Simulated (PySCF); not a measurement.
## UHF on Xe²⁺ (xenon, charge +2)

Configuration: [Kr] 4d10 5s2 5p4, high-spin 3P determinant. All numbers are calculated (PySCF 2.14, the spin-free X2C one-electron Hamiltonian (Gaussian nucleus), in aug-cc-pwCVTZ-DK3 with one added diffuse shell each of s, p, d, f type (11s10p8d5f1g, 125 functions)).

```json
{"Total energy": "-7442.044109 hartree", "One-electron energy": "-10154.4585 hartree", "Hartree (Coulomb) energy": "2897.8159 hartree", "Exchange energy": "-185.4015 hartree", "⟨S²⟩": "2.0100", "⟨L²⟩": "2.042", "Sum of ⟨r⟩": "32.90 bohr", "Sum of ⟨r²⟩": "43.21 bohr²", "Traceless quadrupole moment −½Σ⟨3z² − r²⟩ along its main axis": "-1.85 e·bohr²", "Langevin diamagnetic susceptibility": "-34.2 ×10⁻⁶ cm³/mol"}
```

```
shell  electrons  mean orbital energy (eV)  spread (eV)  rms radius, mean of both spins (bohr)
 1s α          1                  -34743.7            0                                 0.0306
 1s β          1                  -34743.5            0                                 0.0306
 2s α          1                   -5527.5            0                                  0.124
 2s β          1                   -5527.4            0                                  0.124
 2p α          3                   -4959.4        0.136                                  0.111
 2p β          3                   -4959.2        0.056                                  0.111
 3s α          1                   -1191.3            0                                  0.326
 3s β          1                   -1191.1            0                                  0.326
 3p α          3                   -1002.9        0.334                                  0.326
 3p β          3                   -1002.6        0.009                                  0.326
 3d α          5                   -721.77        0.287                                  0.304
 3d β          5                   -721.65        0.173                                  0.304
 4s α          1                   -250.84            0                                  0.761
 4s β          1                   -250.31            0                                  0.761
 4p α          3                   -188.38        0.716                                  0.815
 4p β          3                   -187.78        0.058                                  0.815
 4d α          5                   -93.943        0.772                                  0.942
 4d β          5                   -93.532        0.381                                  0.942
 5s α          1                   -48.700            0                                   1.93
 5s β          1                   -43.064            0                                   1.93
 5p α          3                   -32.356        1.825                                   2.23
 5p β          1                   -30.071            0                                   2.23
```

Densities and radii are taken from the X2C orbitals without a picture-change correction, which distorts them close to the nucleus.

Spin-orbit constants ζ (cm⁻¹) from the X2C one-electron operator on these orbitals: bare nucleus, nucleus screened by l(l+1)(2l+1)/3 electrons, and screened by the Breit-Pauli mean field of the electrons.

| shell | bare | screened nucleus | mean field |
| --- | --- | --- | --- |
| 2p | 1726000 | 1662000 | n/a |
| 3p | 332200 | 319900 | n/a |
| 3d | 50690 | 41310 | n/a |
| 4p | 63650 | 61300 | n/a |
| 4d | 7493 | 6106 | n/a |
| 5p | 7582 | 7302 | n/a |

To first order the Landé constant is A = -3651 cm⁻¹, so the lowest level has J = 2 and lies 0.453 eV below the centre of the term. This holds in LS coupling only.
